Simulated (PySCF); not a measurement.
Spin states and ions at one geometry of HfCl4

PySCF 2.14.0, RKS r2SCAN, Hf def2-SVP with ECP60, Cl def2-SVP; non-relativistic Hamiltonian with scalar-relativistic core potentials where named; density fitting; no spin-orbit coupling; singlets restricted, open shells unrestricted. The geometry is relaxed for charge 0, singlet, vacuum:

```xyz
5

Hf    0.0000    0.0000    0.0000
Cl    1.3463    1.3463    1.3463
Cl   -1.3463   -1.3463    1.3463
Cl    1.3463   -1.3463   -1.3463
Cl   -1.3463    1.3463   -1.3463
```

Energies count from the relaxed state; an electron taken off or put on is at rest in vacuum. Charges and spins are Mulliken's.

Task: Order these states by energy, lowest first.
A. charge 0, singlet, vacuum
B. charge 0, triplet, vacuum
C. charge +1, doublet, vacuum
D. charge -1, doublet, vacuum

Result: D (-0.23 eV), A (0.00 eV), B (5.67 eV), C (11.35 eV).

Task: How do charge and spin on the first atom follow?

Result: 
```json
{"state": "charge 0, singlet, vacuum", "spin squared": "0.00", "charge on Hf1 (e)": "0.90", "spin on Hf1 (e)": "0.00", "dipole about the centre of mass (D)": "0.00"}
{"state": "charge 0, triplet, vacuum", "spin squared": "2.00", "charge on Hf1 (e)": "0.67", "spin on Hf1 (e)": "0.88", "dipole about the centre of mass (D)": "0.00"}
{"state": "charge +1, doublet, vacuum", "spin squared": "0.75", "charge on Hf1 (e)": "1.02", "spin on Hf1 (e)": "-0.11", "dipole about the centre of mass (D)": "0.00"}
{"state": "charge -1, doublet, vacuum", "spin squared": "0.75", "charge on Hf1 (e)": "0.53", "spin on Hf1 (e)": "0.95", "dipole about the centre of mass (D)": "0.00"}
```

With an electron taken off (doublet) the charges change, summed by element, by Hf +0.12 e, Cl +0.88 e. The vertical ionisation energy is 11.35 eV, against −ε(HOMO) = 8.76 eV of the relaxed state. The level lies 2.6 eV too high, as is usual for semilocal functionals and global hybrids, which keep a self-interaction error.

With an electron put on (doublet) the charges change, summed by element, by Hf -0.37 e, Cl -0.63 e. The vertical electron affinity is 0.23 eV, against −ε(LUMO) = 2.93 eV of the relaxed state. The basis has no diffuse functions, which an added electron needs. The added electron's level lies above zero.

Open shells may have lower solutions than those found. Hard to converge, so the more doubtful: charge +1, doublet, vacuum.

No frequency check is given that shows the relaxed geometry to be a minimum.
